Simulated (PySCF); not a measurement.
This PySCF input asks for the NMR shieldings of SMILES CCN[SiH2][C@H](C)N[SiH3], C4H16N2Si2; the geometry comes from GFN2-xTB.

```python
import basis_set_exchange as bse
import numpy as np
from pyscf import gto, dft
from pyscf.prop import nmr

atoms = """
C     3.589944   -0.318211   -0.106742
C     2.566367    0.813081   -0.157962
N     1.211270    0.345503   -0.339709
Si    0.242807   -0.202965    0.968748
C    -1.464459   -0.628450    0.223252
C    -1.414467   -1.811284   -0.743407
N    -2.073147    0.512450   -0.436500
Si   -3.191057    1.571261    0.307798
H     3.351924   -0.994147    0.710525
H     3.578866   -0.882685   -1.037148
H     4.589172    0.081623    0.044129
H     2.596127    1.373147    0.777823
H     2.817889    1.497179   -0.976647
H     1.106361   -0.115381   -1.232848
H     0.146240    0.930601    1.890037
H     0.724567   -1.387139    1.706915
H    -2.127009   -0.900667    1.049196
H    -0.796597   -1.573629   -1.607888
H    -2.414874   -2.050401   -1.101102
H    -0.999884   -2.687403   -0.250192
H    -1.469289    0.883604   -1.154568
H    -2.676273    2.404068    1.409132
H    -4.258634    0.723799    0.844874
H    -3.647580    2.435812   -0.780158
"""
names = dict.fromkeys(["C", "N", "Si", "H"], "pcSseg-1")
basis = {el: gto.basis.parse(bse.get_basis(n, elements=[el], fmt="nwchem")) for el, n in names.items()}
mol = gto.M(atom=atoms, basis=basis, charge=0, verbose=0)
mf = dft.RKS(mol, xc="PBE0")
mf.grids.level = 2
mf.grids.alignment = dft.numint.BLKSIZE   # the property module wants whole blocks of grid points
mf.conv_tol = 1e-9
mf.kernel()

calc = nmr.RKS(mf)   # GIAO
C = mf.mo_coeff
Co = C[:, mf.mo_occ > 0]
resp = mf.gen_response(singlet=True, hermi=2)
def vind(x):   # induced exchange potential for any number of trial vectors
    d = np.einsum("pi,xij,qj->xpq", C, 2 * x.reshape(-1, C.shape[1], Co.shape[1]), Co, optimize=True)
    return np.einsum("xpq,pi,qj->xij", resp(d - d.transpose(0, 2, 1)), C, Co, optimize=True).ravel()
mo1, _ = nmr.rhf.solve_mo1(calc, with_cphf=vind)
sigma = calc.kernel(mo1)
for i, s in enumerate(sigma):   # ppm
    print("%2d %-2s %9.2f" % (i, mol.atom_pure_symbol(i), np.trace(s) / 3))
```

Question: What does it print?

Answer: 
```
 0 C     164.37
 1 C     144.06
 2 N     238.64
 3 Si    386.93
 4 C     146.83
 5 C     163.15
 6 N     240.54
 7 Si    408.80
 8 H      30.34
 9 H      30.81
10 H      30.61
11 H      28.94
12 H      28.46
13 H      31.97
14 H      27.09
15 H      26.77
16 H      29.43
17 H      30.85
18 H      30.04
19 H      30.55
20 H      31.66
21 H      26.90
22 H      27.19
23 H      27.10
```

These numbers come from an equivalent density-fitted implementation of the same equations, which agrees with the script to about 0.01 ppm for H and up to a few tenths of a ppm for heavy atoms, so last digits may differ.

Question: Turn these shieldings into chemical shifts. References, each an isolated molecule treated in the same way: TMS for $^{13}$C (186.93 ppm) and $^{29}$Si (349.16 ppm) and $^{1}$H (31.72 ppm); NH3 for $^{15}$N (267.73 ppm).

Answer: Averaging equivalent atoms: C 1: 42.9; C 4: 40.1; C 5: 23.8; C 0: 22.6; N 2: 29.1; N 6: 27.2; Si 3: -37.8; Si 7: -59.6; H 15: 4.95; H 21/22/23: 4.65; H 14: 4.63; H 12: 3.25; H 11: 2.77; H 16: 2.29; H 17/18/19: 1.23; H 8/9/10: 1.13; H 20: 0.06; H 13: -0.26 ppm. Experimental scales use liquid or dissolved standards, which lie at an offset from isolated NH3 (liquid NH3: subtract about 20 ppm).

Size and cost of the density-fitted run: 230 basis functions, 84 s wall time on 1 thread of an Arm Neoverse N1, shared host; peak memory 1.1 GiB.
